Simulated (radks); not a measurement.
Q: Species: Pb35+. Configuration: [Kr] 4d10 4f1. All-electron calculation, non-relativistic Kohn-Sham, PBE, spin-polarised, spherical densities, point nucleus; open shells are filled with parallel spins first (spin-orbit coupling, left out, can overturn this in heavy ions); relativity is left out, which matters for an element this heavy. Program: a radial shooting solver on a logarithmic mesh with Libxc functionals. Some entries of the table are withheld. Estimate them.

| orbital | occ. | eigenvalue (eV) | <r^2> (bohr^2) | <r> (bohr) |
|---|---|---|---|---|
| 1s down | 1 | -80364.63 | 0.0004552 | 0.01846 |
| 1s up | 1 | -80364.62 | 0.0004552 | 0.01846 |
| 2s up | 1 | -14687.49 | 0.007062 | 0.07764 |
| 2s down | 1 | -14687.40 | 0.007062 | 0.07764 |
| 2p up | 3 | -14192.40 | 0.005205 | 0.06558 |
| 2p down | 3 | -14192.34 | 0.005204 | 0.06558 |
| 3s up | 1 | -4538.484 | 0.04278 | 0.1939 |
| 3s down | 1 | -4536.550 | 0.04276 | 0.1939 |
| 3p up | 3 | -4306.810 | 0.03926 | 0.1845 |
| 3p down | 3 | -4305.071 | 0.03924 | 0.1844 |
| 3d up | 5 | -3875.940 | 0.03008 | 0.1608 |
| 3d down | 5 | -3874.719 | 0.03006 | 0.1607 |
| 4s up | 1 | (1) | 0.1762 | (2) |
| 4s down | 1 | (3) | 0.1764 | (4) |
| 4p up | 3 | -1813.769 | 0.1754 | 0.3941 |
| 4p down | 3 | -1811.923 | 0.1755 | 0.3943 |
| 4d up | 5 | -1626.402 | 0.1695 | 0.3852 |
| 4d down | 5 | -1624.443 | 0.1697 | 0.3854 |
| 4f up | 1 | -1387.551 | (5) | 0.3579 |
| 4f down | 0 | -1385.181 | (6) | 0.3582 |

A: 
(1) 4s up eigenvalue (eV): -1917.121
(2) 4s up <r> (bohr): 0.3964
(3) 4s down eigenvalue (eV): -1915.298
(4) 4s down <r> (bohr): 0.3965
(5) 4f up <r^2> (bohr^2): 0.1458
(6) 4f down <r^2> (bohr^2): 0.1461
